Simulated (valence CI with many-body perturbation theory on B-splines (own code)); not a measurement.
## Lu: electric-dipole lines

Calculated by valence CI with perturbative core correlation (CI+MBPT): three valence electrons over a frozen Dirac-Fock core [Xe] 4f14, a basis of 9 s, 9 p, 10 d, 8 f, 5 g, 3 h, 1 i functions for each j, with the one-electron correlation potential Σ1 (screened to all orders), the two-electron term Σ2, the three-electron term Σ3, Breit, model QED; selected single and double excitations, second order for the rest (own B-spline code, finite nucleus).

Against 45 measured levels this calculation errs by 494 cm⁻¹ on average and by 1085 at most. These come from a selection out of the NIST Handbook of Basic Atomic Spectroscopic Data. Levels without a partner in it may be off by more, other configurations by 1,000 to 4,000 cm⁻¹. 1 measured level below the end of the list, from 25861 cm⁻¹ on, found no clear computed partner, and computed levels of the same name lie up to 3802 cm⁻¹ from them.

Lines 101 to 135 of 135 in falling wavelength, among levels below 35356 cm⁻¹, chosen from the strongest by gf and those to the six lowest levels. Wavelengths and rates use the calculated energies, so an error of 500 cm⁻¹ moves a line at 427.7 nm by 2.1 % and its rate by three times that or more. Electric multipoles are in the length gauge, E1 and E2 with the static RPA response of the core. Weak lines are less certain than strong ones. Lines between different terms over intervals too small for the method are left out, as are lines whose strength nearly cancels and 46 of this kind that miss the measured wavelength by over 7 %. The highest levels of a list are the least certain.

Names give the largest LS component (configuration and term), which can be under half, so a name can repeat, a term be missing and a line seem to break the LS rules; names also repeat where a configuration has a term twice. Letters in brackets count levels of one name in rising energy.

```tsv
λ vac (nm)	λ from measured levels	Upper	Lower	A (s⁻¹)	S (a.u.)
427.7	405.6	5d²6s ²P_1/2	6s²6p ²P°_1/2	1.52e+07	1.17e+00
420.2	414.8	5d6s6p ⁴P°_1/2	5d6s² ²D_3/2	1.15e+05	8.39e-03
417.3	411.4	5d6s6p ⁴P°_3/2	5d6s² ²D_3/2	3.05e+05	4.37e-02
414.6	415.5	6s²6d ²D_3/2	6s²6p ²P°_3/2	1.54e+07	2.17e+00
411.8	412.6	6s²6d ²D_5/2	6s²6p ²P°_3/2	8.61e+07	1.78e+01
410.9	387.6	5d²6s ²P_3/2	6s²6p ²P°_1/2	3.54e+05	4.85e-02
403.9	397.0	5d6s6p ⁴P°_5/2	5d6s² ²D_3/2	2.04e+06	3.99e-01
400.2		6s6p² ⁴P_1/2	6s²6p ²P°_3/2	4.30e+06	2.72e-01
390.1	384.2	5d6s6p ²F°_5/2 [a]	5d6s² ²D_5/2	2.46e+07	4.32e+00
387.7	375.8	5d²6s ²S_1/2	6s²6p ²P°_1/2	1.66e+07	9.55e-01
387.2		6s6p² ⁴P_3/2	6s²6p ²P°_3/2	1.09e+06	1.25e-01
370.3		6s²8s ²S_1/2	6s²6p ²P°_3/2	1.82e+07	9.13e-01
369.3	363.7	5d6s6p ²F°_7/2 [a]	5d6s² ²D_5/2	7.27e+06	1.45e+00
366.0		6s6p² ⁴P_5/2	6s²6p ²P°_3/2	4.96e+06	7.20e-01
363.9	364.9	6s²6d ²D_3/2	6s²6p ²P°_1/2	8.14e+07	7.74e+00
363.6	362.1	5d6s6p ²D°_3/2 [b]	5d6s² ²D_5/2	7.92e+06	7.52e-01
363.1	356.9	5d6s6p ²F°_5/2 [a]	5d6s² ²D_3/2	5.84e+07	8.28e+00
357.4	354.7	5d6s6p ²F°_5/2 [b]	5d6s² ²D_5/2	1.86e+06	2.52e-01
352.7		6s6p² ⁴P_1/2	6s²6p ²P°_1/2	5.46e+05	2.36e-02
348.7	350.9	6s²7p ²P°_3/2	5d6s² ²D_5/2	4.39e+07	3.68e+00
342.6		6s6p² ⁴P_3/2	6s²6p ²P°_1/2	3.79e+05	3.01e-02
341.7	338.6	5d6s6p ²P°_3/2 [a]	5d6s² ²D_5/2	8.55e+07	6.73e+00
340.1	337.7	5d6s6p ²D°_3/2 [b]	5d6s² ²D_3/2	2.11e+08	1.64e+01
339.2	336.1	5d6s6p ²F°_7/2 [b]	5d6s² ²D_5/2	2.43e+08	3.74e+01
337.1	339.8	6s²7p ²P°_1/2	5d6s² ²D_3/2	1.37e+08	5.18e+00
334.6	331.3	5d6s6p ²F°_5/2 [b]	5d6s² ²D_3/2	1.90e+08	2.10e+01
332.1	328.3	5d6s6p ²D°_5/2 [b]	5d6s² ²D_5/2	3.08e+08	3.34e+01
329.3		6s²8s ²S_1/2	6s²6p ²P°_1/2	1.69e+07	5.96e-01
327.0	328.0	6s²7p ²P°_3/2	5d6s² ²D_3/2	6.81e+07	4.70e+00
320.9	317.2	5d6s6p ²P°_3/2 [a]	5d6s² ²D_3/2	4.81e+07	3.14e+00
315.4	311.9	5d6s6p ²P°_1/2 [a]	5d6s² ²D_3/2	1.43e+08	4.44e+00
312.4	308.1	5d6s6p ²D°_5/2 [b]	5d6s² ²D_3/2	6.69e+06	6.04e-01
307.7	308.2	5d6s6p ²P°_3/2 [b]	5d6s² ²D_5/2	2.51e+08	1.44e+01
299.0	299.0	5d6s6p ²P°_1/2 [b]	5d6s² ²D_3/2	1.45e+08	3.82e+00
290.6	290.4	5d6s6p ²P°_3/2 [b]	5d6s² ²D_3/2	9.24e+06	4.48e-01
```
